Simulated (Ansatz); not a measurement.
A further run on `c1ccc2c(c1)oc1c3ccccc3oc21`.

```yaml
crystal:
  periodic: [false, false, false]
  atoms:
    - {symbol: C, position_ang: [-4.187632, 0.627487, 0.579350]}
    - {symbol: C, position_ang: [-4.089454, -0.082748, -0.628378]}
    - {symbol: C, position_ang: [-2.857217, -0.468238, -1.141812]}
    - {symbol: C, position_ang: [-1.703495, -0.129662, -0.424212]}
    - {symbol: C, position_ang: [-1.827073, 0.590140, 0.795798]}
    - {symbol: C, position_ang: [-3.054753, 0.975779, 1.311301]}
    - {symbol: O, position_ang: [-0.616636, 0.845273, 1.376771]}
    - {symbol: C, position_ang: [0.292470, 0.295327, 0.541620]}
    - {symbol: C, position_ang: [1.703495, 0.129563, 0.424254]}
    - {symbol: C, position_ang: [2.857238, 0.468451, 1.141688]}
    - {symbol: C, position_ang: [4.089521, 0.083721, 0.627821]}
    - {symbol: C, position_ang: [4.187633, -0.627561, -0.579303]}
    - {symbol: C, position_ang: [3.054756, -0.976049, -1.311147]}
    - {symbol: C, position_ang: [1.827059, -0.590520, -0.795583]}
    - {symbol: O, position_ang: [0.616648, -0.845315, -1.376759]}
    - {symbol: C, position_ang: [-0.292481, -0.295597, -0.541478]}
    - {symbol: H, position_ang: [-5.172726, 0.914484, 0.954237]}
    - {symbol: H, position_ang: [-5.001901, -0.337170, -1.172404]}
    - {symbol: H, position_ang: [-2.783635, -1.020365, -2.080433]}
    - {symbol: H, position_ang: [-3.117621, 1.527827, 2.250486]}
    - {symbol: H, position_ang: [2.783542, 1.020084, 2.080590]}
    - {symbol: H, position_ang: [5.001885, 0.336609, 1.172709]}
    - {symbol: H, position_ang: [5.172798, -0.913778, -0.954602]}
    - {symbol: H, position_ang: [3.117598, -1.527760, -2.250532]}
basis:
  gaussian: {orbitals: 6-31G}
hamiltonian: {xc: {name: B2GP-PLYP}}
scf: {omitted_lower_state_checks: [starts]}
```

```sh
$ ansatz run in.yaml --threads 4 --pin off --events-out ev --progress --plain --max-ram 6963MiB
```

Shortened log:

```
Functional definition: B2GP-PLYP
2184 factors; integrals over basis functions are off by at most 2.1e-4 eV
mean field evaluation 1: about -18681.1711 eV, gradient 4.4e1 eV
mean field evaluation 2: about -18681.1741 eV, gradient 4.3e1 eV
mean field evaluation 4: about -18686.3052 eV, gradient 7.2e0 eV
mean field evaluation 8: about -18686.4660 eV, gradient 4.7e-1 eV
mean field evaluation 16: about -18686.4667 eV, gradient 3.9e-4 eV
mean field -18686.46666857 eV, -686.7149839280 hartree, gradient 4.8e-6 eV, S^2 0.000000; 0 other end points of the search recorded, 0 dependent functions left out
16 core orbitals not correlated: weight in the atoms' cores, before any rotation towards them, 1.000 or more for the frozen orbitals, at most 0.000 for the correlated occupied ones
reference -18686.46681197 eV, -686.7149891977 hartree; 38, 38 occupied and 106, 106 virtual orbitals, 2184 factors
second order -46.53893840 eV of doubles, -0.00000000 eV of singles
Total energy: -18703.22082979 eV, -687.3306879965 hartree
Checks for a lower state left out: starts
```

It took 11 s on 4 threads of Arm Neoverse V1 on a shared host, peak host memory 0.69 GiB.

Correlated methods freeze 16 core orbitals.
